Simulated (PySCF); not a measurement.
**Electron correlation in Hf⁺ (hafnium, charge +1)**

[Xe] 4f14 5d3, high-spin 4F determinant (an excited configuration). Computed with PySCF 2.14 in def2-QZVPPD with the def2 core potential (60 electrons) (7s6p4d3f2g, 84 functions), with scalar relativity through the core potential. Frozen: 5s2 5p6; 3 electrons correlated.

```tsv
level	correlation energy (mhartree)
CCSD	-19.67
(T)	-0.21
CCSD(T)	-19.88
```

Diagnostics: T1 = 0.0040, D1 = 0.0057, largest double amplitude 0.025.

Task: Is a single reference adequate?

Result: Yes, within this model without spin-orbit coupling: T1 lies below 0.03 and no double amplitude reaches 0.07.
